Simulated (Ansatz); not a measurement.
Consider the hydrogenolysis of the Si–B bond: `B[Si](Cl)(Cl)Cl` + H₂ → `Cl[SiH](Cl)Cl` + BH₃.

Isolated molecules relaxed with PBE0-D4/def2-TZVP in Ansatz; ΔE leaves out vibrations. CCSD(T)/CBS is the MP2 limit (def2-TZVPP, def2-QZVPP) plus CCSD(T) − MP2 in def2-TZVPP, frozen cores. This one scheme is used for every species. DFT in def2-TZVPP. B3LYP here is the variant with VWN-RPA as its local correlation; programs differ in this. HSE06 is defined as in plane-wave codes.

`B[Si](Cl)(Cl)Cl`:

Cartesian coordinates in Å:
```
B -0.656 0.167 -1.084
Si 0.349 -0.161 0.611
Cl -0.828 -0.730 2.178
Cl 1.178 1.665 1.035
Cl 1.846 -1.538 0.435
H -1.783 0.552 -1.041
H -0.106 0.045 -2.134
```

H₂:

Z-matrix (Å, degrees):
```
H
H 1 0.746
```

`Cl[SiH](Cl)Cl`:

Cartesian coordinates in Å:
```
Cl -0.160 -0.517 -1.920
Si -0.102 -0.010 0.044
Cl 1.181 -1.241 1.023
Cl 0.527 1.911 0.230
H -1.446 -0.143 0.623
```

BH₃:

Z-matrix (Å, degrees):
```
B
H 1 1.193
H 1 1.193 2 120.0
H 1 1.193 2 120.0 3 180.0
```

| level | ΔE (kJ/mol) | difference from CCSD(T)/CBS |
| --- | --- | --- |
| PBE-D4 | -14.8 | 15.8 |
| revPBE-D4 | -11.8 | 18.8 |
| r2SCAN-D4 | -23.3 | 7.3 |
| B97M-V | -25.8 | 4.8 |
| PBE0-D4 | -23.2 | 7.4 |
| r2SCANh-D4 | -25.6 | 5.0 |
| r2SCAN0-D4 | -28.8 | 1.8 |
| HSE06-D4 | -23.3 | 7.3 |
| BHLYP-D4 | -36.5 | -5.9 |
| CAM-B3LYP-D4 | -34.6 | -4.0 |
| ωB97X-V | -31.5 | -0.9 |
| ωB97M-V | -33.0 | -2.4 |
| B2PLYP | -36.5 | -5.9 |
| PBE-QIDH | -32.4 | -1.8 |
| PBE | -20.7 | 9.9 |
| revPBE | -23.3 | 7.3 |
| BLYP | -32.4 | -1.8 |
| r2SCAN | -24.8 | 5.8 |
| PBE0 | -28.5 | 2.1 |
| B3LYP | -37.3 | -6.7 |
| r2SCANh | -27.3 | 3.3 |
| HSE06 | -28.3 | 2.3 |
| BHLYP | -45.1 | -14.5 |
| CAM-B3LYP | -40.2 | -9.6 |
| LC-ωPBE | -33.5 | -2.9 |
| RPA@PBE/def2-TZVPP | -35.7 | -5.1 |
| HF/def2-SVP | -59.2 | -28.6 |
| MP2/def2-SVP | -36.7 | -6.1 |
| CCSD(T)/def2-SVP | -36.4 | -5.8 |
| HF/def2-TZVPP | -59.1 | -28.5 |
| MP2/def2-TZVPP | -32.8 | -2.2 |
| SCS-MP2/def2-TZVPP | -38.4 | -7.8 |
| CCSD/def2-TZVPP | -37.4 | -6.8 |
| CCSD(T)/def2-TZVPP | -32.4 | -1.8 |
| HF/def2-QZVPP | -60.2 | -29.6 |
| MP2/def2-QZVPP | -32.1 | -1.5 |
| SCS-MP2/def2-QZVPP | -37.8 | -7.2 |
| HF/CBS(def2) | -60.3 | -29.7 |
| MP2/CBS(def2) | -31.0 | -0.4 |
| CCSD/CBS(def2) | -35.6 | -5.0 |
| CCSD(T)/CBS | -30.6 | 0 |

Largest T1 diagnostic among the species: 0.010.

In def2-TZVPP, CCSD(T) changes the Hartree–Fock value by +26.6 kJ/mol (the triples alone add +5.0 kJ/mol) and MP2 by +26.3 kJ/mol. Leaving LDA and LC-ωPBE aside and taking each functional with its dispersion term where it has one, the values spread over 24.7 kJ/mol, from B2PLYP to revPBE-D4. LDA lies +4.8 kJ/mol from PBE without D4.
